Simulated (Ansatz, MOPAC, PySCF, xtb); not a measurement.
Dimer: GeH4 (SMILES [GeH4]) (first 5 atoms) with CH2F2 (SMILES FCF); geometry from B3LYP-D3(BJ)/def2-TZVP, rigid monomers moved along the line of their centres of mass till Ge1···F6 is 3.08 Å.
(charge 0, multiplicity 1):
```xyz
10

Ge    -0.700     0.535     0.347
H     -0.860     0.619    -1.180
H     -0.375    -0.919     0.727
H     -2.013     0.956     1.020
H      0.443     1.452     0.796
F     -0.435     0.168     3.391
C      0.457    -0.860     3.471
F      1.659    -0.423     3.002
H      0.108    -1.674     2.835
H      0.570    -1.141     4.519
```

Monomers are frozen at their geometry in the pair; levels with a basis set take the counterpoise correction. Rows marked so take none.

Rows in 3-21G, 6-31G* carry no dispersion term and start afresh at each structure (6-31G* with six Cartesian d functions); the Pople sets are all-electron and without relativity. The state that AM1 reach isn't checked.

The values were computed with Ansatz (a quantum-chemistry and plane-wave program); MOPAC for AM1 (differences of heats of formation); PySCF for 3-21G rows, 6-31G* rows, the dispersion terms; xtb for the GFN methods. Each number belongs to the level named beside it.

```json
[
 {"level": "AM1", "interaction energy (kJ/mol)": "9.0"},
 {"level": "GFN1-xTB", "interaction energy (kJ/mol)": "-28.1"},
 {"level": "HF/6-31G* (no counterpoise)", "interaction energy (kJ/mol)": "1.3"},
 {"level": "PBE/def2-TZVPPD", "interaction energy (kJ/mol)": "2.8"},
 {"level": "r2SCAN-D4/def2-TZVPPD", "interaction energy (kJ/mol)": "-3.1"},
 {"level": "B3LYP/3-21G (no counterpoise)", "interaction energy (kJ/mol)": "[?]"},
 {"level": "B3LYP/6-31G*", "interaction energy (kJ/mol)": "[?]"},
 {"level": "B3LYP-D4/def2-TZVPPD", "interaction energy (kJ/mol)": "-1.7"},
 {"level": "PBE0-D4/def2-TZVPPD", "interaction energy (kJ/mol)": "-2.1"}
]
```

Task: What belongs in the gaps?

Result: 
- B3LYP/3-21G (no counterpoise), interaction energy (kJ/mol): -26.0
- B3LYP/6-31G*, interaction energy (kJ/mol): 7.5
